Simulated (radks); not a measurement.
All-electron atom: Kr27+ in [He] 2s2 2p5. Method: Dirac Kohn-Sham, PBEsol, spin-unpolarised, spherical densities, point nucleus; open shells fill j = l - 1/2 first; computed with a radial shooting solver on a logarithmic mesh with Libxc functionals.

Unscreened Slater integrals over Kohn-Sham orbitals (eV). Large and small components are both included.

integral          value
F0(2p3/2,2p3/2)  159.31
F2(2p3/2,2p3/2)  76.002
F0(2p3/2,2p1/2)  161.23
G2(2p3/2,2p1/2)  75.758
F0(2p3/2,2s1/2)  146.40
G1(2p3/2,2s1/2)  82.967
F0(2p3/2,1s1/2)  216.31
G1(2p3/2,1s1/2)  38.991
F0(2p1/2,2p1/2)  163.24
F0(2p1/2,2s1/2)  147.82
G1(2p1/2,2s1/2)  82.350
F0(2p1/2,1s1/2)  222.61
G1(2p1/2,1s1/2)  40.221
F0(2s1/2,2s1/2)  138.19
F0(2s1/2,1s1/2)  194.71
G0(2s1/2,1s1/2)  19.555
F0(1s1/2,1s1/2)  618.05
